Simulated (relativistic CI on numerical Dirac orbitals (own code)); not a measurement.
Os⁴⁺: N6,7 absorption edge

Computed with this model: Dirac-Coulomb-Breit CI, KLI orbitals optimised for each configuration, model QED, valence Slater integrals scaled by 0.8, multiplet model of core-to-valence dipole absorption; configurations [Xe] 4f14 5d4 → [Xe] 4f13 5d5; 300 K; Lorentzian 0.3 eV and Gaussian 0.3 eV FWHM. Energies are those of the free ion, without screening or charge transfer. The branching ratio is the share of the lower-energy edge in the whole absorption, uncertain by about 0.02 where the edges overlap. S is read from ⟨S²⟩ = S(S + 1).

free ion: ground-state S = 1.71, centroid 53.51 eV. Peaks (eV, height): 51.6 (39), 52.8 (100), 53.4 (98), 55.5 (28).

Strongest unbroadened transitions for free ion:

```
Energy (eV)  Relative strength
      51.61               40.0
      52.80              100.0
      53.42               91.0
      53.44                6.2
      53.79                1.0
      54.01               10.5
      54.71                0.8
      55.36                8.6
      55.50               16.4
      55.76                8.8
      55.91                2.0
      56.04               15.0
      56.43                1.1
      56.60                2.8
      56.63                2.8
      56.88                0.7
      57.53                0.6
      58.99                0.6
```
